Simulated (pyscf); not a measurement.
# HO–B(OH)–OH (SMILES OB(O)O), singlet

Gas-phase minimum from PySCF at ωB97X-D3(BJ)/def2-SVP, one conformer. 

```xyz
7

O      1.1980    -0.1063    -0.5144
B      0.5622    -0.0575     0.6979
O      0.9187    -0.9281     1.6935
O     -0.4304     0.8608     0.9135
H      1.6251    -1.5181     1.4104
H      0.8534     0.5583    -1.1203
H     -0.7939     0.7868     1.8023
```

Bonds (Å): O1–B2 1.370, O1–H6 0.963, B2–O3 1.370, B2–O4 1.369, O3–H5 0.963, O4–H7 0.963. Angles (°): B2–O1–H6 111.5, O1–B2–O3 120.0, O1–B2–O4 120.0, O3–B2–O4 120.0, B2–O3–H5 111.5, B2–O4–H7 111.6.

Properties at ωB97X-D3(BJ)/def2-SVP:

Harmonic wavenumbers, unscaled: 428, 439, 439, 523, 525, 687, 890, 1024, 1025, 1026, 1500, 1501, 3927, 3928, 3930 cm⁻¹
Zero-point energy: 31.2 kcal/mol
Rotational symmetry number: 3
Entropy of this conformer at 298 K and 1 atm, rigid rotor and harmonic oscillator, modes under 100 cm⁻¹ raised to 100: 270.1 J/(mol K)
Dipole moment: 0.00 D

Single-point totals, which compare only within one level (frozen core for MP2 and CC):

| level | total energy (hartree) |
|---|---|
| ωB97X-D3(BJ)/def2-TZVP | -252.65738 |
| PBE/def2-TZVP | -252.32560 |
| r²SCAN/def2-TZVP | -252.48050 |
| B3LYP-D3(BJ)/def2-TZVP | -252.61836 |
| PBE0-D3(BJ)/def2-TZVP | -252.33370 |
| M06-2X/def2-TZVP | -252.51789 |
| ωB97M-D3(BJ)/def2-TZVP | -252.66730 |
| HF/def2-TZVPP | -251.31287 |
| MP2/def2-TZVPP | -252.12702 |
| CCSD/def2-TZVPP | -252.13657 |
| CCSD(T)/def2-TZVPP | -252.16525 |

The CCSD(T) − MP2 part came from Ansatz, without density fitting, on the same reference.
